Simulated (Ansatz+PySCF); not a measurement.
The numbers below are computed, except where a source is named.
# Several solutions for singlet CuH

```xyz
2

Cu    0.0000    0.0000   -0.0738
H     0.0000    0.0000    2.1404
```

Basis set: STO-3G (spherical functions). Charge 0, multiplicity 1.

CASSCF(2,2) was run from several starts with Ansatz (development build ahead of 0.2.0) and PySCF 2.14.0. The starts are those of the Hartree–Fock orbitals from which the active space was taken at the frontier.

```csv
run,program,start,converged,energy (hartree),<S²>
A,Ansatz,"atomic start, no search",yes,-1620.79798,0.00
B,Ansatz,stability test followed,yes,-1620.79798,0.00
C,Ansatz,search for the lowest state,yes,-1620.84306,0.00
D,PySCF,program defaults,yes,-1620.79135,0.00
```

(1) Which runs reached the lowest solution of this kind, and what is wrong with the others?

Answers

(1) C reached the lowest solution found. Converged but too high: A by 1.23 eV, B by 1.23 eV, D by 1.41 eV. Convergence only shows a stationary point; in CASSCF the end hangs on which orbitals enter the active space. Caution: another spin multiplicity may lie lower. Caution: other starts end on other solutions of this active space.
